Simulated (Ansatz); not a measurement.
# Nudged elastic band run: TiSi$_{16}$

input.yaml

```yaml
crystal:
  lattice:
    - [0.0, 5.43, 5.43]
    - [5.43, 0.0, 5.43]
    - [5.43, 5.43, 0.0]
  atoms:
    - { symbol: Si, position: [-0.00135005, 0.00500259, 0.00178414] }
    - { symbol: Si, position: [0.13212501, 0.12167388, 0.1242617] }
    - { symbol: Si, position: [-0.00102484, 0.0010399, 0.49811814] }
    - { symbol: Si, position: [0.12245083, 0.13969683, 0.6207366] }
    - { symbol: Si, position: [-0.0014676, 0.49431716, 0.00130871] }
    - { symbol: Si, position: [0.12044532, 0.62223565, 0.13445634] }
    - { symbol: Si, position: [-0.003077, 0.50245108, 0.49640445] }
    - { symbol: Si, position: [0.12164, 0.61695311, 0.6202676] }
    - { symbol: Si, position: [0.50271659, -0.00249386, 0.00226002] }
    - { symbol: Si, position: [0.62493661, 0.12410738, 0.12406532] }
    - { symbol: Si, position: [0.50305922, 0.00551184, 0.49764835] }
    - { symbol: Si, position: [0.62526822, 0.1215468, 0.6316725] }
    - { symbol: Si, position: [0.50278035, 0.49744158, 0.00188204] }
    - { symbol: Si, position: [0.62477753, 0.62680318, 0.12394385] }
    - { symbol: Si, position: [0.50242815, 0.49397415, 0.49766979] }
    - { symbol: Si, position: [0.63518844, 0.6228248, 0.61930238] }
    - { symbol: Ti, position: [0.24886222, 0.75116783, 0.74787698] }
basis:
  ecutwfc: 420.0
kpoints:
  mp_grid: { grid: [2, 2, 2] }
hamiltonian:
  xc: pbe
  pseudopotentials: { kind: paw, azcp: { folder: soft_1 } }
scf:
  occupations: { method: gaussian, width: 0.02 }
  lower_state_search: "off"
neb:
  images: 4
  f_tol: 0.05
  max_iterations: 50
  order_check: false
  climbing: immediate
  final_atoms:
    - { symbol: Si, position: [0.00122614, -0.00159224, 0.00011633] }
    - { symbol: Si, position: [0.12370813, 0.12672058, 0.12271289] }
    - { symbol: Si, position: [-0.00920819, 0.00232125, 0.50531051] }
    - { symbol: Si, position: [0.12329986, 0.1314245, 0.62643796] }
    - { symbol: Si, position: [0.00145232, 0.50026805, 0.00040125] }
    - { symbol: Si, position: [0.12328496, 0.62779325, 0.1216773] }
    - { symbol: Si, position: [0.0009082, 0.5038246, 0.4922538] }
    - { symbol: Si, position: [0.1234018, 0.61927697, 0.62665528] }
    - { symbol: Si, position: [0.50630706, 0.00183593, -0.0100624] }
    - { symbol: Si, position: [0.62759087, 0.13063476, 0.12265111] }
    - { symbol: Si, position: [0.50384823, 0.00833245, 0.50364665] }
    - { symbol: Si, position: [0.62901093, 0.12167981, 0.62798228] }
    - { symbol: Si, position: [0.49393309, 0.5032765, -1.417e-05] }
    - { symbol: Si, position: [0.62773109, 0.61929055, 0.12277172] }
    - { symbol: Si, position: [0.50428958, 0.4845912, 0.50365746] }
    - { symbol: Si, position: [0.62716628, 0.62373288, 0.62607149] }
    - { symbol: Ti, position: [0.37713526, 0.8733445, 0.3766052] }
```

Run as:

```bash
$ ansatz run input.yaml --threads 1 --pin off --max-ram 3072MiB --backend cpu --events-out ev --progress --plain --runs-dir out
```

Output, in part (warnings, iteration lines):

```
NEB end point (image 0): max|allowed force component| = 1.258e-2 eV/Å (the criterion of neb.relax_end_points is 1.000e-2)
NEB end point (image 5): max|allowed force component| = 1.587e-2 eV/Å (the criterion of neb.relax_end_points is 1.000e-2)
NEB iter   1: max|band force component| = 2.354e0 eV/Å  barrier→ = 2.3868 eV  barrier← = 2.3867 eV  CI = image 3  Δτ_max = 0.1883 Å  (61 SCF iters)
NEB iter   2: max|band force component| = 9.255e-1 eV/Å  barrier→ = 1.8586 eV  barrier← = 1.8586 eV  CI = image 3  Δτ_max = 0.1272 Å  (33 SCF iters)
NEB iter   3: max|band force component| = 6.053e-1 eV/Å  barrier→ = 1.7526 eV  barrier← = 1.7526 eV  CI = image 3  Δτ_max = 0.0602 Å  (30 SCF iters)
NEB iter   4: max|band force component| = 1.286e-1 eV/Å  barrier→ = 1.7318 eV  barrier← = 1.7317 eV  CI = image 3  Δτ_max = 0.0360 Å  (26 SCF iters)
NEB iter   5: max|band force component| = 6.232e-2 eV/Å  barrier→ = 1.7259 eV  barrier← = 1.7258 eV  CI = image 3  Δτ_max = 0.0589 Å  (28 SCF iters)
NEB iter   6: max|band force component| = 5.369e-2 eV/Å  barrier→ = 1.7116 eV  barrier← = 1.7116 eV  CI = image 3  Δτ_max = 0.0298 Å  (27 SCF iters)
NEB iter   7: max|band force component| = 3.645e-2 eV/Å  barrier→ = 1.7093 eV  barrier← = 1.7093 eV  CI = image 3  Δτ_max = 0.0000 Å  (24 SCF iters)
```

The run converged. The order of the stationary point at the top wasn't checked. Limits of this set-up: coarse k mesh.

Final band (atoms are numbered from 1 in the order of the input):

```json
{"image": "0", "path coordinate (Å)": "0.00", "energy (eV)": "0.00", "Si1–Ti17 (Å)": "2.76", "Si5–Ti17 (Å)": "2.75", "Si6–Ti17 (Å)": "2.42"}
{"image": "1", "path coordinate (Å)": "0.53", "energy (eV)": "0.15", "Si1–Ti17 (Å)": "2.85", "Si5–Ti17 (Å)": "2.85", "Si6–Ti17 (Å)": "2.41"}
{"image": "2", "path coordinate (Å)": "1.06", "energy (eV)": "1.07", "Si1–Ti17 (Å)": "3.14", "Si5–Ti17 (Å)": "3.14", "Si6–Ti17 (Å)": "2.70"}
{"image": "3", "path coordinate (Å)": "1.60", "energy (eV)": "1.71", "Si1–Ti17 (Å)": "3.52", "Si5–Ti17 (Å)": "3.52", "Si6–Ti17 (Å)": "3.22"}
{"image": "4", "path coordinate (Å)": "2.36", "energy (eV)": "0.51", "Si1–Ti17 (Å)": "4.13", "Si5–Ti17 (Å)": "4.13", "Si6–Ti17 (Å)": "4.01"}
{"image": "5", "path coordinate (Å)": "3.12", "energy (eV)": "0.00", "Si1–Ti17 (Å)": "4.49", "Si5–Ti17 (Å)": "4.49", "Si6–Ti17 (Å)": "4.67"}
```

Run time: 3.5 min on 1 thread of Arm Neoverse V2, on a shared host, peak memory 0.8 GiB.
